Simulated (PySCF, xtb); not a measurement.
C3H4F2Si, SMILES FC(F)C#C[SiH3].

GFN2-xTB (xtb 6.7.1) at its own geometry gives an orbital gap of 5.29 eV and a dipole moment of 3.54 D.

Coordinates come from a PBE-D3(BJ)/def2-SVP optimisation. This is a generated structure with no PubChem entry under its InChIKey; it may be hypothetical.

What does PBE/def2-TZVP (PySCF) give? (The exact figures need the calculation; the answer reports its results.)

gap 5.50 eV (levels -7.39 and -1.89 eV), dipole 1.92 D.
